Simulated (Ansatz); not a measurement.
Ligands exchanged one at a time, Sn H-OH. Gas-phase values, no solvent. One relaxed conformer stands for each flexible species; it need not be the lowest. Strings in code marks are SMILES.

Quantity: vertical ionisation energy (energy after one electron is removed minus that of the parent at the parent's geometry), in eV.

A: `[OH][SnH2][OH]` (H–O–Sn–O torsion -105°, O–Sn–O–H torsion 52°)
B: `[SnH4]`
C: `[OH][SnH3]`

Task: Rank these by vertical ionisation energy (energy after one electron is removed minus that of the parent at the parent's geometry) (lowest first), as frozen-core CCSD(T)/def2-TZVPP // PBE-D3(BJ)/def2-TZVP (Ansatz, an electronic-structure program) gives it.

Result: C (10.74 eV), A (10.99 eV), B (11.68 eV)
